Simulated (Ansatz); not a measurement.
Q: Predict a relaxed structure of N-butylpyridinium iodide (C₉H₁₄IN), charge 0, singlet, at PBE0-D4/def2-SVP (Ansatz).

A: 
Cartesian coordinates in Å:
```
C -1.734 -2.552 -2.275
C -0.382 -2.096 -1.748
C -0.503 -1.034 -0.665
C 0.859 -0.609 -0.136
N 0.791 0.541 0.769
C 1.263 1.746 0.355
C 1.251 2.830 1.263
C 0.621 2.703 2.473
C -0.002 1.476 2.807
C 0.103 0.426 1.938
H -2.350 -2.990 -1.473
H -1.623 -3.311 -3.064
H -2.296 -1.705 -2.700
H 0.181 -2.966 -1.362
H 0.218 -1.688 -2.581
H -1.125 -1.419 0.163
H -1.008 -0.139 -1.065
H 1.361 -1.435 0.394
H 1.505 -0.313 -0.974
H 1.922 1.734 -0.508
H 1.718 3.763 0.949
H 0.595 3.542 3.172
H -0.541 1.345 3.746
H -0.328 -0.554 2.143
I -0.494 2.706 -1.622
```
 This is one stationary point.

In the def2 sets I takes a core potential; there is no spin–orbit coupling.
